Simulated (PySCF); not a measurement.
## Excitation energy of Tl(2+) by level of theory

Tl(2+) [Xe] 4f14 5d10 6s1 (2S) → Tl(2+) [Xe] 4f14 5d9 6s1 6p1 (high-spin determinant), as a difference of total energies. Computed with PySCF 2.14 in aug-cc-pwCVTZ-DK3, with the spin-free X2C one-electron Hamiltonian (Gaussian nucleus). Correlated levels: valence and next inner shell: [Kr] 4d10 4f14 frozen. The calculations carry no spin-orbit coupling.

```tsv
method	excitation energy (eV)
UHF	15.967
LDA	17.277
PBE	17.020
PBE0	16.979
r2SCAN	16.909
MP2 (valence and next inner shell)	17.186
SCS-MP2 (valence and next inner shell)	17.156
```

Question: How much does correlation contribute at MP2 (valence and next inner shell)?

Answer: 17.186 − (15.967) = 1.219 eV, measured against UHF.

A first-order spin-orbit estimate (lowest level to lowest level, LS coupling) adds -0.282 eV.

The determinant of the upper state mixes LS terms, which raises its energy above the lowest term, most at the Hartree-Fock and MP2 levels.
